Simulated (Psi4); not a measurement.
C4H5 (SMILES [C-]1=CCC1), charge -1, singlet, at a GFN2-xTB geometry (a gas-phase anion, which may not be bound at this level). Base run: HF/def2-SV(P) (Psi4 1.11).

Geometry (Å):
```xyz
9

C     -0.0253    -0.7578     0.9434
C     -0.0080     0.6049     0.8402
C      0.0023    -0.8047    -0.6455
C      0.0199     0.7373    -0.6509
H     -0.0116     1.4290     1.5686
H     -0.8838    -1.2441    -1.1330
H      0.8949    -1.2643    -1.1015
H      0.9236     1.1910    -1.1128
H     -0.8562     1.2112    -1.1444
```
Charge -1, spin multiplicity 1.
All else is at Psi4's defaults (density fitting; Cartesian or spherical functions as each basis is defined).

The base run was repeated with changes; each row names its change, and settings that it needs were set with it.

```tsv
change	basis functions	E (Eh)
base	66	-154.09584
basis = STO-3G	25	-152.22007
basis = 3-21G	46	-153.33685
basis = cc-pVDZ	81	-154.23382
basis = 6-31G**	85	-154.21870
basis = 6-31+G*	86	-154.23699
basis = 6-311++G**	123	-154.27102
basis = aug-pcseg-1	137	-154.19900
basis = 6-311+G(2d,p)	138	-154.27578
basis = def2-TZVP	154	-154.28463
basis = cc-pVTZ	190	-154.27904
basis = pcseg-2	190	-154.27733
basis = def2-TZVPD	193	-154.28757
```

Totals compare only among sets that treat the same electrons; sets with core potentials leave the core out.

A gas-phase anion may not be bound at this level; its values then depend on the basis.
